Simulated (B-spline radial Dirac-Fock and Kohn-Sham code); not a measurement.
## How the levels of rhenium move as electrons are removed

Method: Dirac-Fock energy differences between relaxed states, corrected for Breit and QED terms. Computed with a radial atomic solver. Each ion is free and in its tabulated ground configuration. The model has no electron correlation.

Reference: Re³⁹⁺, [Ar] 3d10 4s2 4p6, with 2s 14330.9 eV, 2p1/2 13757.0 eV, 3s 4669.9 eV, 3d3/2 3687.6 eV, 3d5/2 3618.5 eV. Shifts from it, in eV (a dash: the subshell is empty, belongs to an open shell averaged over j, or its hole state is left out as unreliable):

```
  ion      configuration      2s   2p1/2      3s   3d3/2   3d5/2
Re⁴⁰⁺  [Ar] 3d10 4s2 4p5   +78.8   +79.7   +70.2   +71.7   +71.4
Re⁴¹⁺  [Ar] 3d10 4s2 4p4       ?       ?       ?       ?       ?
Re⁴²⁺  [Ar] 3d10 4s2 4p3  +238.9       –  +212.6  +217.2  +216.4
Re⁴³⁺  [Ar] 3d10 4s2 4p2  +320.4  +324.2  +284.8  +291.0  +290.0
Re⁴⁴⁺  [Ar] 3d10 4s2 4p1  +402.7  +407.6  +357.7  +365.5  +364.2
Re⁴⁵⁺      [Ar] 3d10 4s2  +485.8  +491.8  +431.2  +440.7  +439.1
Re⁴⁶⁺      [Ar] 3d10 4s1  +567.6  +577.2       –  +517.4  +515.6
```

**Question.** Give the missing shifts for Re⁴¹⁺.

**Answer.** 2s +158.4, 2p1/2 +160.3, 3s +141.1, 3d3/2 +144.1, 3d5/2 +143.6 (eV).
